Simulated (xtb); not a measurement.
AlFH₂OSe, SMILES [OH][Al]([F])[SeH]. All values are semi-empirical tight-binding results from xtb (GFN2-xTB unless named), good for trends rather than for accurate numbers. The structure is a stationary point at GFN2-xTB. Other conformers were not sampled.

For metal compounds this method's bond lengths and energies can be far off.

| Property | Result |
|---|---|
| point group as xtb finds it | Cs |
| orbital gap | 3.53 eV |
| zero-point energy | 14.0 kcal/mol |
| G − E(el) at 298.15 K (modified RRHO) | -5.8 kcal/mol |
